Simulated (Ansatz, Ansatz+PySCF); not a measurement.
Two shapes of singlet H10.

Shape 1:

```xyz
10

H     1.3000    0.0000    0.0000
H     1.0517    0.7641    0.0000
H     0.4017    1.2364    0.0000
H    -0.4017    1.2364    0.0000
H    -1.0517    0.7641    0.0000
H    -1.3000    0.0000    0.0000
H    -1.0517   -0.7641    0.0000
H    -0.4017   -1.2364    0.0000
H     0.4017   -1.2364    0.0000
H     1.0517   -0.7641    0.0000
```

Shape 2:

```xyz
10

H     1.1700    0.0000    0.0000
H     0.9466    0.6877    0.0000
H     0.3615    1.1127    0.0000
H    -0.3615    1.1127    0.0000
H    -0.9466    0.6877    0.0000
H    -1.1700    0.0000    0.0000
H    -0.9466   -0.6877    0.0000
H    -0.3615   -1.1127    0.0000
H     0.3615   -1.1127    0.0000
H     0.9466   -0.6877    0.0000
```

Basis set: 6-31G (spherical functions). All electrons are correlated. Charge 0, multiplicity 1.

Computed with Ansatz (development build ahead of 0.2.0) and PySCF 2.14.0; each method stands on the lowest determinant of its kind that the runs found.

(1) Which shape is lower in energy, and by how much in each method?

Answers

(1)

| method | E(2) − E(1) (eV) |
| --- | --- |
| RHF | 5.078 |
| RHF-MP2 | 5.154 |

Shape 1 is lower. Caution: no unrestricted run beside it, a lower state can exist.
